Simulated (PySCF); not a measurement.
Computed Raman spectrum (relative Raman activity) of a molecule C4H9N. Coordinates come from a PBE-D3(BJ)/def2-SVP optimisation. One conformer was computed; it need not be the lowest. These are PBE-D3(BJ)/def2-SVP (PySCF) values and carry that method's errors. No scaling factor is applied to the harmonic values.

ν (cm⁻¹): 550 (vw), 775 (vw), 1316 (vw), 1330 (w), 1353 (w), 1386 (w), 1400 (m), 1404 (w), 1410 (w), 1427 (w), 1697 (w), 2904 (vs), 2958 (m), 2962 (vs), 2969 (m), 3030 (s), 3033 (m), 3041 (s), 3081 (m), 3099 (m) (against the strongest line: vs over 80 %, s over 45 %, m over 15 %, w over 4 %, vw less)

Which molecule gave these data?
(A) C=CCNC
(B) CN=C(C)C
(C) CN1CCC1
(D) C[C@H]1CCN1

B, CN=C(C)C
